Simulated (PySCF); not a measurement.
PySCF job for InO, SMILES [In]=[O], multiplicity 2, C-PCM-B3LYP/def2-TZVPD. Geometry optimised at PBE0-D3(BJ)/def2-TZVP. The def2 effective core potentials stand for the cores of In; spin–orbit coupling is left out.

```python
import numpy as np
from pyscf import gto, scf, dft
from pyscf.solvent import pcm

mol = gto.M(
    atom='''
    In    0.00000000    0.00000000   -0.26998724
    O     0.00000000    0.00000000    1.65367181
    ''',
    basis='def2-TZVPD',
    ecp={'In': 'def2-tzvp'},
    charge=0,
    spin=1,
    max_memory=1600,
    verbose=3,
)
mf = dft.UKS(mol, xc='b3lyp').density_fit(auxbasis='def2-universal-jkfit')
mf.grids.level = 3
mf.conv_tol = 1e-9
mf.max_cycle = 100
mf.kernel()
fine, coarse = mf.grids, dft.Grids(mol).set(level=1).build(with_non0tab=True)
for _ in range(3):  # follow internal instabilities
    mf.grids = coarse
    mo, _, stable, _ = mf.stability(return_status=True, nroots=4)
    mf.grids = fine
    if stable:
        break
    mf.kernel(mf.make_rdm1(mo, mf.mo_occ))
res = {}
for name, eps in {'water': 78.355, '2-propanol': 19.264, 'tetrahydrofuran': 7.4257}.items():
    s = mf.PCM()
    s.with_solvent.method, s.with_solvent.eps, s.with_solvent.lebedev_order = 'C-PCM', eps, 29
    s.kernel(mf.make_rdm1())
    res[name] = (s.e_tot, eps, s.dip_moment(), s.mo_energy, s.converged)
    print(f'{name}: electrostatic solvation free energy {(s.e_tot - mf.e_tot) * 627.509474:.3f} kcal/mol')
```

Log of the run:

```

WARN: HOMO -0.688911514610593 >= LUMO -0.688911514610593

converged SCF energy = -265.414932159962  <S^2> = 0.7627284  2S+1 = 2.0126881
<class 'pyscf.df.df_jk.DFUKS'> wavefunction is stable in the internal stability analysis

WARN: PCM is an experimental feature. It is still in testing.
Features and APIs may be changed in the future.

converged SCF energy = -265.435804755123  <S^2> = 0.76074259  2S+1 = 2.0107139
Dipole moment(X, Y, Z, Debye): -0.00000, -0.00000, -6.81257
water: electrostatic solvation free energy -13.098 kcal/mol

WARN: PCM is an experimental feature. It is still in testing.
Features and APIs may be changed in the future.

converged SCF energy = -265.434614887341  <S^2> = 0.76087321  2S+1 = 2.0108438
Dipole moment(X, Y, Z, Debye):  0.00000, -0.00000, -6.65610
2-propanol: electrostatic solvation free energy -12.351 kcal/mol

WARN: PCM is an experimental feature. It is still in testing.
Features and APIs may be changed in the future.

converged SCF energy = -265.43224223131  <S^2> = 0.76112132  2S+1 = 2.0110906
Dipole moment(X, Y, Z, Debye): -0.00000,  0.00000, -6.34722
tetrahydrofuran: electrostatic solvation free energy -10.862 kcal/mol
```

The run converged.

Cost: very roughly 40 core-seconds.
